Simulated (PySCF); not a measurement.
Identify the unknown among the candidates.

All candidates are C6H7NO.

| technique | computed result |
| --- | --- |
| Rotational structure | rotational constants A, B, C: 2.856, 2.138, 1.351 GHz [GFN2-xTB] |
| UV, strongest line | among the 8 lowest singlet transitions: S8 at 7.69 eV (161 nm, f = 0.126) [TDDFT wB97X-D/def2-SVPD] |
| 1H NMR | chemical shifts (computed TMS as zero) by class: 6.66 (1 H), 4.75 (1 H), 1.64 (1 H), 1.46 (2 H), 1.09 (2 H) ppm [GIAO PBE0/pcSseg-1] |
| 13C NMR | chemical shifts (computed TMS as zero) by class: 171.9 (1 C), 91.5 (1 C), 75.7 (1 C), 22.2 (2 C), 15.9 (1 C) ppm [GIAO PBE0/pcSseg-1] |
| UV, first state | lowest singlet excitation: 5.90 eV (210 nm, f = 0.000) [TDDFT wB97X-D/def2-SVPD] |
| Dipole | 3.07 D [wB97X-D/def2-SVPD] |
| Triplet | lowest triplet excitation (Tamm–Dancoff): 5.48 eV [TDA wB97X-D/def2-SVPD] |

Gas-phase values; electronic properties from PySCF, density fitting. Levels stand in brackets. Isolated species at its GFN2-xTB geometry (one conformer only). NMR classes are plain means over equivalent atoms (diastereotopic ones count apart unless rotation or inversion swaps them), as if these changed places fast.

Question: Which candidate is it?
A. `Cn1cccc1C=O`
B. `COc1ccncc1`
C. `C=C=C=CC(=O)NC`
D. `Cc1cc(O)ccn1`
E. `C#CC1(C(N)=O)CC1`

Answer: E. It is `C#CC1(C(N)=O)CC1`. Numbering: `[CH:1]#[C:2][C:3]1([C:4]([NH2:5])=[O:6])[CH2:7][CH2:8]1`. Its formula, C6H7NO, gives 4 degrees of unsaturation: 1 ring and 3 π bonds in the structure found. 6 carbons fall into 5 classes; from least to most shielded: amide carbonyl carbon [C4] (171.9 ppm), alkyne carbon [C2] (91.5 ppm), terminal alkyne carbon [C1] (75.7 ppm), three-membered-ring carbon [C7/C8] (22.2 ppm, 2 C), sp3 carbon next to a carbonyl [C3] (15.9 ppm). Hydrogen classes from least to most shielded: 1 H on an amide nitrogen, N5 (6.66 ppm), 1 H on an amide nitrogen, N5 (4.75 ppm), 1 H on a terminal alkyne carbon, C1 (1.64 ppm), 2 H on 2 three-membered-ring carbons, C7/C8 (1.46 ppm), 2 H on 2 three-membered-ring carbons, C7/C8 (1.09 ppm). The optimised geometry has point group Cs and is an asymmetric top.

The others, at the same levels:
- `COc1ccncc1` fails: it has 4 carbon classes against 5; its computed 13C shifts are 172.8 (1 C), 156.6 (2 C), 113.3 (2 C), 55.5 (1 C) ppm, 1H shifts are 8.79 (2 H), 6.79 (2 H), 3.96 (3 H) ppm and lowest singlet excitation is 5.32 eV (233 nm, f = 0.001) (against 5.90 eV).
- `Cc1cc(O)ccn1` fails: it has 6 carbon classes against 5; its computed 13C shifts are 169.9 (1 C), 166.1 (1 C), 155.7 (1 C), 113.4 (1 C), 111.0 (1 C), 27.3 (1 C) ppm, 1H shifts are 8.54 (1 H), 6.92 (1 H), 6.33 (1 H), 4.47 (1 H), 2.71 (3 H) ppm and rotational constant A is 3.943 GHz (against 2.856 GHz).
- `C=C=C=CC(=O)NC` fails: it has 6 carbon classes against 5; its computed 13C shifts are 183.2 (1 C), 182.5 (1 C), 162.9 (1 C), 117.6 (1 C), 106.1 (1 C), 26.3 (1 C) ppm, 1H shifts are 6.17 (1 H), 5.87 (2 H), 5.41 (1 H), 3.18 (3 H) ppm and lowest singlet excitation is 3.77 eV (328 nm, f = 0.000) (against 5.90 eV).
- `Cn1cccc1C=O` fails: it has 6 carbon classes against 5; its computed 13C shifts are 183.6 (1 C), 136.5 (1 C), 134.1 (1 C), 129.4 (1 C), 114.6 (1 C), 39.0 (1 C) ppm, 1H shifts are 9.92 (1 H), 7.00 (1 H), 6.73 (1 H), 6.37 (1 H), 4.07 (3 H) ppm and rotational constant A is 3.876 GHz (against 2.856 GHz).

Each candidate is one conformer, not necessarily the lowest. The conformers computed, where there is a choice (atom-mapped SMILES and torsion angles):
- `[CH:1]#[C:2][C:3]1([C:4]([NH2:5])=[O:6])[CH2:7][CH2:8]1`: C2–C3–C4–N5 0°, H–N5–C4–C3 180°, H–N5–C4–C3 0°
- `[CH3:1][O:2][c:3]1[cH:4][cH:5][n:6][cH:7][cH:8]1`: C1–O2–C3–C4 180°
- `[CH3:1][c:2]1[cH:3][c:4]([OH:5])[cH:6][cH:7][n:8]1`: H–O5–C4–C3 180°
- `[CH2:1]=[C:2]=[C:3]=[CH:4][C:5](=[O:6])[NH:7][CH3:8]`: C3–C4–C5–O6 179°, C4–C5–N7–C8 180°
- `[CH3:1][n:2]1[cH:3][cH:4][cH:5][c:6]1[CH:7]=[O:8]`: C5–C6–C7–O8 180°
